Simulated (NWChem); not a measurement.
System meant: PbNH3S, singlet; SMILES [Pb]([NH2])[SH]

The following NWChem deck was run.

```
start job
memory heap 200 mb stack 900 mb global 1100 mb
geometry units angstroms noautoz
  Pb    -0.271425    -0.369913     0.001137
  N      1.824485    -0.868682     0.000025
  H      2.186594    -1.826621    -0.000933
  H      2.588852    -0.186429     0.000015
  S      0.241104     2.170837     0.002517
  H     -1.084568     2.489063     0.003403
end
basis spherical
  Pb library def2-svp
  N library def2-svp
  H library def2-svp
  S library def2-svp
end
dft
  xc xpbe96 cpbe96
  iterations 150
  mulliken
end
task dft energy
```

End of the output:

```
          Convergence Information
          -----------------------
          Convergence aids based upon iterative change in
          total energy or number of iterations.
          Levelshifting, if invoked, occurs when the
          HOMO/LUMO gap drops below (HL_TOL):  1.00D-02
          DIIS, if invoked, will attempt to extrapolate
          using up to (NFOCK): 10 stored Fock matrices.

                    Damping( 0%)  Levelshifting(0.5)       DIIS
                  --------------- ------------------- ---------------
          dE  on:    start            ASAP                start
          dE off:    2 iters        150 iters           150 iters

      Screening Tolerance Information
      -------------------------------
          Density screening/tol_rho:  1.00D-10
          AO Gaussian exp screening on grid/accAOfunc:  14
          CD Gaussian exp screening on grid/accCDfunc:  20
          XC Gaussian exp screening on grid/accXCfunc:  20
          Schwarz screening/accCoul:  1.00D-08

      Superposition of Atomic Density Guess
      -------------------------------------

      charge =      82.0 Pb (Lead)

      symmetry species            s     p     d     f
      number of basis functions =10     7     6     0
      number of cont. functions = 4     4     2     0
      number of closed shells   = 6     4     3     1
      number of open shells     = 0     1     0     0
      open shell occupation     = 0     2     0     0
 ------------------------------------------------------------------------
 atomscf:atomd: error in atom scf                   0
 ------------------------------------------------------------------------
 ------------------------------------------------------------------------
  current input line :
    22: task dft energy
 ------------------------------------------------------------------------
 ------------------------------------------------------------------------
 This error has not yet been assigned to a category
 ------------------------------------------------------------------------
 For more information see the NWChem manual at https://nwchemgit.github.io

0:atomscf:atomd: error in atom scf:Received an Error in Communication
```

Question: What is wrong, and how is it mended?

Answer: The program stopped with an error. Cause: the def2 basis of a heavy element holds valence functions alone and wants its effective core potential (without it all electrons must fit into that basis). This input runs:
```
start job
memory heap 200 mb stack 900 mb global 1100 mb
geometry units angstroms noautoz
  Pb    -0.271425    -0.369913     0.001137
  N      1.824485    -0.868682     0.000025
  H      2.186594    -1.826621    -0.000933
  H      2.588852    -0.186429     0.000015
  S      0.241104     2.170837     0.002517
  H     -1.084568     2.489063     0.003403
end
basis spherical
  * library def2-svp
end
ecp
  Pb library def2-ecp
end
dft
  xc xpbe96 cpbe96
  iterations 150
  mulliken
end
task dft energy
```
It converges to -647.28323 Ha (PBE/def2-SVP with def2 effective core potentials on Pb).
